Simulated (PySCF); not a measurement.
## Spinor energies of Ho³²⁺ (holmium, charge +32)

Start: [Ar] 3d10 4s2 4p5; 4p1/2 filled at m_j = -1/2, +1/2; 4p3/2 filled at m_j = -1/2, +1/2, +3/2. Calculated with PySCF 2.14 in an uncontracted even-tempered set (17 s from 3.1 bohr⁻², ratio 2.8; 14 p from 4.1 bohr⁻², ratio 2.8; 8 d from 7.2 bohr⁻², ratio 2.8; 4 f from 21 bohr⁻², ratio 3): generalised Hartree-Fock with the X2C-1e Hamiltonian and a Gaussian nucleus; one run each with spin-orbit coupling (SO) switched off, then screened by Boettger's factors.

```tsv
spinor shell	electrons	ε, spin-free (eV)	ε, screened SO (eV)	weight of nominal j (screened SO)	rms radius, screened SO (bohr)
1s1/2	2	-57152.2	-57139.2	1.000	0.0236
2s1/2	2	-10724.5	-10719.9	1.000	0.0953
2p1/2	2	-9641.2	-10248.0	1.000	0.0813
2p3/2	4	-9641.2	-9384.2	1.000	0.0880
3s1/2	2	-3371.9	-3369.9	1.000	0.242
3p1/2	2	-3032.3	-3164.9	1.000	0.233
3p3/2	4	-3032.3	-2974.5	1.000	0.247
3d3/2	4	-2607.6	-2631.0	1.000	0.219
3d5/2	6	-2607.6	-2589.7	1.000	0.222
4s1/2	2	-1488.0	-1487.2	1.000	0.512
4p1/2	2	-1360.4	-1399.3	0.999	0.514
4p3/2	3	-1360.4	-1343.2	0.999	0.538
```

```json
{"quantity": "E (hartree)", "spin-free": "-12054.87048", "screened SO": "-12065.43599"}
{"quantity": "M_J", "spin-free": "3/2", "screened SO": "3/2"}
{"quantity": "⟨J²⟩", "spin-free": "3.751", "screened SO": "3.751"}
{"quantity": "⟨L²⟩", "spin-free": "2.001", "screened SO": "2.047"}
{"quantity": "⟨S²⟩", "spin-free": "0.750", "screened SO": "0.797"}
```

Each row is a mean over spinors that exchange with the open shell spreads, by up to 10.893 eV (4s1/2).

Breit and QED terms are absent; they matter most for the inner s and p1/2 levels.

Densities and radii are taken from the X2C orbitals without a picture-change correction, which distorts them close to the nucleus.

Without spin-orbit coupling the j labels of p, d and f shells carry no meaning; the spin-free column gives the mean over the occupied spinors of each nl shell.
